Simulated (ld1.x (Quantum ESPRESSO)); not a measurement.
## Reading a pseudo-wave (carbon)

Columns: radius, all-electron u(r) and pseudo u(r) of the 2p shell (level -16.91 eV) of carbon in the configuration [He] 2s2 2p1; PBEsol, scalar-relativistic, TM scheme, ld1.x (Quantum ESPRESSO) 7.5.

| r (bohr) | all-electron | pseudo |
| --- | --- | --- |
| 0.063 | 0.0242 | 0.0123 |
| 0.126 | 0.0810 | 0.0481 |
| 0.189 | 0.1543 | 0.1046 |
| 0.252 | 0.2338 | 0.1775 |
| 0.315 | 0.3134 | 0.2610 |
| 0.378 | 0.3893 | 0.3490 |
| 0.441 | 0.4592 | 0.4355 |
| 0.504 | 0.5221 | 0.5152 |
| 0.567 | 0.5777 | 0.5845 |
| 0.630 | 0.6259 | 0.6416 |
| 0.693 | 0.6672 | 0.6863 |
| 0.756 | 0.7015 | 0.7196 |
| 0.819 | 0.7291 | 0.7434 |
| 0.882 | 0.7503 | 0.7600 |
| 0.945 | 0.7655 | 0.7710 |
| 1.008 | 0.7754 | 0.7779 |
| 1.071 | 0.7805 | 0.7813 |
| 1.134 | 0.7811 | 0.7813 |
| 1.197 | 0.7780 | 0.7780 |
| 1.260 | 0.7715 | 0.7715 |
| 1.323 | 0.7620 | 0.7620 |
| 1.386 | 0.7501 | 0.7501 |
| 1.449 | 0.7360 | 0.7360 |
| 1.512 | 0.7201 | 0.7201 |
| 1.575 | 0.7028 | 0.7028 |
| 1.638 | 0.6843 | 0.6843 |

(1) How many radial nodes do the two functions have?

(2) At about which radius was the pseudo-wave matched?

(3) Is the pseudo-wave norm-conserving?

Answers

(1) The all-electron 2p function has n − l − 1 = 0; the pseudo-wave has 0.

(2) 1.26 bohr. The columns agree to 0.0005 from 1.13 bohr on; several derivatives are matched, so the curves merge somewhat inside the radius.

(3) Yes: the TM scheme keeps the norm inside the radius equal to the all-electron one, which fixes the energy derivative of the logarithmic derivative at the level.
